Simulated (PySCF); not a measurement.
# Basis and Hamiltonian dependence of the electron affinity of Ba

Ba- [Xe] 6s2 6p1 (2P) → Ba [Xe] 6s2 (1S). Calculated with PySCF 2.14 from differences of total energies of unrestricted determinants, without spin-orbit coupling. Values in eV.

| basis | Hamiltonian | functions | UHF | PBE0 | MP2 (valence) | CCSD(T) (valence) | CCSD(T) (valence and next inner shell) |
| --- | --- | --- | --- | --- | --- | --- | --- |
| def2-TZVPPD with one added diffuse shell each of s, p, d type with the def2 core potential (46 electrons) | ECP | 49 | -0.072 | 0.132 | -0.049 | 0.137 | 0.084 |
| def2-TZVPPD with two added diffuse shells each of s, p, d type with the def2 core potential (46 electrons) | ECP | 58 | -0.068 | n/a | -0.039 | 0.139 | 0.087 |
| def2-QZVPPD with one added diffuse shell each of s, p, d type with the def2 core potential (46 electrons) | ECP | 69 | -0.057 | 0.143 | -0.045 | 0.146 | 0.076 |
| aug-cc-pwCVDZ-X2C with one added diffuse shell each of s, p, d type | spin-free X2C | 72 | -0.061 | n/a | -0.044 | 0.129 | 0.049 |
| def2-QZVPPD with two added diffuse shells each of s, p, d type with the def2 core potential (46 electrons) | ECP | 78 | -0.052 | n/a | -0.035 | 0.149 | 0.082 |
| x2c-TZVPPall with one added diffuse shell each of s, p, d type | spin-free X2C | 94 | -0.058 | 0.150 | -0.040 | 0.144 | 0.068 |
| aug-cc-pVTZ-X2C with one added diffuse shell each of s, p, d, f type | spin-free X2C | 100 | -0.053 | n/a | -0.027 | 0.156 | 0.081 |
| aug-cc-pwCVTZ-X2C with one added diffuse shell each of s, p, d, f type | spin-free X2C | 125 | -0.052 | n/a | -0.028 | 0.158 | 0.075 |

Frozen in the all-electron rows: valence: [Xe]; valence and next inner shell: [Kr] 4d10; with a core potential, the same shells as far as they lie outside it.

In most of these bases the highest occupied level of the anion is positive at PBE0, so the basis helps to hold the electron.

Between the lowest levels the reference is 0.145 eV (measured; photodetachment measurements, as compiled on the Wikipedia data page of electron affinities); it includes spin-orbit coupling, which these numbers lack.
